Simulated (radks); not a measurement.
Results of a calculation; reference values are marked as such.
Question: Ir2+, configuration [Xe] 4f14 5d7. Level of theory: scalar-relativistic Kohn-Sham, PBE, spin-polarised, spherical densities, point nucleus; open shells are filled with parallel spins first (spin-orbit coupling, left out, can overturn this in heavy ions) (a radial shooting solver on a logarithmic mesh with Libxc functionals). Some entries of the table are withheld. Estimate them.

| orbital | occ. | eigenvalue (Ry) | <r^2> (bohr^2) |
|---|---|---|---|
| 1s down | 1 | -5597.394 | 0.0004193 |
| 1s up | 1 | -5597.394 | 0.0004193 |
| 2s up | 1 | -980.2258 | 0.006415 |
| 2s down | 1 | -980.2120 | 0.006415 |
| 2p up | 3 | -851.6162 | 0.005363 |
| 2p down | 3 | -851.6051 | 0.005363 |
| 3s up | 1 | -230.2566 | 0.04147 |
| 3s down | 1 | -230.2519 | 0.04147 |
| 3p up | 3 | -192.6584 | 0.04244 |
| 3p down | 3 | -192.6531 | 0.04244 |
| 3d up | 5 | -151.3133 | 0.03516 |
| 3d down | 5 | -151.3035 | 0.03516 |
| 4s up | 1 | -50.14299 | 0.2022 |
| 4s down | 1 | -50.12987 | 0.2022 |
| 4p up | 3 | -37.81391 | 0.2307 |
| 4p down | 3 | -37.80181 | 0.2307 |
| 4d up | 5 | -22.68331 | 0.2648 |
| 4d down | 5 | -22.66924 | 0.2646 |
| 5s up | 1 | -8.54348 | 1.078 |
| 5s down | 1 | -8.43959 | 1.069 |
| 4f up | 7 | -5.87130 | 0.3525 |
| 4f down | 7 | -5.84844 | 0.3496 |
| 5p up | 3 | -5.37838 | 1.458 |
| 5p down | 3 | -5.24597 | 1.446 |
| 5d up | 5 | (1) | 3.050 |
| 5d down | 2 | (2) | 3.142 |
| 6s up | 0 | -1.62063 | 7.199 |
| 6s down | 0 | -1.52089 | 7.550 |
| 6p up | 0 | (3) | 11.51 |
| 6p down | 0 | (4) | 12.20 |

Answer: 
(1) 5d up eigenvalue (Ry): -1.85887
(2) 5d down eigenvalue (Ry): -1.70664
(3) 6p up eigenvalue (Ry): -1.05984
(4) 6p down eigenvalue (Ry): -0.99522
